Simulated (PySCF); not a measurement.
Calculated NMR parameters of N#C/C=C/C[SiH2]/C=C/[SiH3]

| Item | Value |
| --- | --- |
| Formula | C6H11NSi2 |
| SMILES | N#C/C=C/C[SiH2]/C=C/[SiH3] |
| InChI | InChI=1S/C6H11NSi2/c7-3-1-2-5-9-6-4-8/h1-2,4,6H,5,9H2,8H3/b2-1+,6-4+ |
| Point group of the computed structure | C1 |
| Degrees of unsaturation | 4 |
| Carbon signals | 6 |
| Proton signals | 7 |

Atom-mapped SMILES (the numbers label the heavy atoms): `[N:1]#[C:2]/[CH:3]=[CH:4]/[CH2:5][SiH2:6]/[CH:7]=[CH:8]/[SiH3:9]` (H(Xn): hydrogen on atom n).

A single conformation, equivalent nuclei averaged, no solvent model, no relativistic terms. σ from GIAO-PBE0/pcSseg-1; PBE0-D3(BJ)/def2-SVP structure; PySCF 2.14.0 with density-fitted response routines.

Chemical shifts δ = σref − σ; TMS for ¹H (31.27 ppm), ¹³C (184.41 ppm), ²⁹Si (351.99 ppm); NH3 for ¹⁵N (265.67 ppm), all at this level.

| carbon | δC, type | δH (multiplicity) | HMBC from (2–3 bonds) | span of the C tensor (ppm) |
| --- | --- | --- | --- | --- |
| C2 | 122.2, C | – | H(C4), H(C3) | 346 |
| C3 | 107.0, CH | 4.74 (d) | H(C4), H(C5) | 176 |
| C4 | 159.0, CH | 6.55 (m) | H(C3), H(Si6), H(C5) | 259 |
| C5 | 23.1, CH2 | 1.78 (m) | H(C7), H(C4), H(C3), H(Si6) | 35 |
| C7 | 151.2, CH | 6.82 (m) | H(C8), H(Si9), H(Si6), H(C5) | 259 |
| C8 | 163.3, CH | 6.79 (m) | H(C7), H(Si9), H(Si6) | 278 |

Other nuclei:
| atoms | nucleus | environment | δ (ppm) | σ (ppm) |
| --- | --- | --- | --- | --- |
| H(Si9) | ¹H | hydrogen on a silicon bonded to C | 4.27 | 26.99 |
| H(Si6) | ¹H | hydrogen on a silicon bonded to 2 C | 4.26 | 27.00 |
| Si6 | ²⁹Si | silicon bonded to 2 C, 2 H | -44.1 | 396.1 |
| Si9 | ²⁹Si | silicon bonded to C, 3 H | -64.6 | 416.6 |
| N1 | ¹⁵N | nitrile nitrogen | 318.7 | -53.1 |

- Carbon types of the structure: 1 × C, 4 × CH, 1 × CH2, leaving 5 H on heteroatoms.
- δC 163.3, 159.0, 151.2, 107.0: alkene CH; as expected for a trigonal carbon in a double bond.
- δC 122.2: nitrile carbon; this is the usual window of a C≡N carbon, which has no attached hydrogen.
- δH 6.82, 6.79, 6.55, 4.74: hydrogen on an alkene CH; a vinylic proton, deshielded by the sp2 carbon and the C=C anisotropy.
- δH 4.27: hydrogen on a silicon bonded to C.
- δH 1.78: hydrogen on an allylic sp3 CH2 bonded to Si; allylic position.

Shifts are as computed. Against solution values, carbons near 30 ppm lie about +2 ppm off and those near 130 ppm about +5 ppm. Of 1211 compounds with measured shifts, 218 miss one by over three times the rms of a fit or turn the order of signals round; such compounds aren't used in these exercises. Experimental scales use liquid or dissolved standards, which lie at an offset from isolated NH3 (liquid NH3: subtract about 20 ppm). Unscaled 15N shifts of sp2 nitrogen come out 20 to 40 ppm too high even then. No couplings were computed; multiplicities are counted from neighbouring protons, with m where these are inequivalent, close in shift, in a saturated or five-membered ring or joined by F or P, and br s for small geminal =CH2 splittings.
